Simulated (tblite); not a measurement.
C₅H₇NSSi.
SMILES: `N(/[H])=C/C#C[C@H]1[SiH2]SC1`

Calculated harmonic vibrations of the isolated species, GFN2-xTB (tblite), most abundant isotopes, no scaling. Errors from tens to a few hundred cm⁻¹ against measured bands are possible. Modes of hydrogen on silicon can be 10 to 20 % off.

Harmonic wavenumbers (cm⁻¹): 35.4, 44.0, 78.1, 120.8, 166.1, 223.7, 363.3, 378.8, 437.2, 467.2, 486.4, 525.0, 558.9, 619.2, 662.9, 724.8, 754.6, 756.7, 814.0, 886.1, 1016.8, 1055.1, 1056.8, 1112.6, 1164.5, 1200.3, 1205.3, 1282.8, 1340.2, 1456.8, 1672.1, 2312.5, 2327.5, 2340.2, 2933.0, 2987.3, 3002.5, 3011.1, 3316.6.

A = 4072, B = 592.7, C = 550.8 MHz; mass 141.007 u (most abundant isotopes); point group C1, symmetry number 1.

Problem. Zero-point energy?

Solution. Half the sum of the wavenumbers: 22449 cm⁻¹ = 268.55 kJ/mol.

Problem. Give the ideal-gas entropy at 350 K and 1 bar in the rigid-rotor, harmonic-oscillator model (classical rotation).

Solution. Translation 173.91, rotation 126.98, vibration 145.80: S = 446.7 J/(mol K).

Problem. And Cp and H(350 K) − H(0)?

Solution. Cp = 170.15 J/(mol K), of which vibrations give 136.89 (their classical limit is 39 R = 324.3); H(350 K) − H(0) = 36.80 kJ/mol without the zero-point energy, 25.16 from vibrations.

Problem. What must be added to the electronic energy to get the Gibbs energy at 350 K and 1 bar?

Solution. ZPE + [H(350 K) − H(0)] − T·S = 268.55 + 36.80 − 156.34 = 149.01 kJ/mol.

Problem. Which modes carry the vibrational entropy at 350 K?

Solution. 35.4 cm⁻¹: 24.35; 44.0 cm⁻¹: 22.54; 78.1 cm⁻¹: 17.80; 120.8 cm⁻¹: 14.22; 166.1 cm⁻¹: 11.65; 223.7 cm⁻¹: 9.30 J/(mol K); the other 33 give 45.95 together.

Problem. Blend soft modes into free rotors: weight 1/[1 + (100 cm⁻¹/ν̃)⁴] for the oscillator and the rest for a rotor with moment μB/(μ + B), μ = h/(8π²ν), B = 10⁻⁴⁴ kg m². What vibrational entropy results?

Solution. 128.32 J/(mol K) in place of 145.80, which changes −T·S at 350 K by +6.12 kJ/mol.

Hindered rotation and anharmonicity are outside this model. The structure is chiral; the term R ln 2 for an equal mix with its mirror image is left out.
